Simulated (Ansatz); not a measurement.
A structure relaxed at PBE-D4/def2-SVP in Ansatz, charge 0, singlet:

Cartesian coordinates in Å:
```
Cu 0.453 0.008 -1.268
Cu -0.674 0.720 0.916
Te 1.757 0.423 0.769
Te -1.536 -1.151 -0.417
```

Problem. Give its formula and point group.

Solution. the cluster Cu2Te2. Point group C2v (tolerance 0.1 Å).

Problem. Summarise the bond lengths by kind (pairs closer than 1.2 times the sum of covalent radii, bridged metal pairs left out).

Solution. 4 × Cu–Te 2.45 Å.

In the def2 sets Te takes a core potential; there is no spin–orbit coupling. This restricted singlet of an open-shell metal (gap down to 0.49 eV) wasn't tested against broken symmetry. The relaxation made no stability test and no search for a lower SCF solution. At PBE-D4/def2-SVP a triplet of charge 0 lies 0.09 eV below the restricted singlet, each at its own geometry. The structure comes from a short search, and lower isomers may exist.
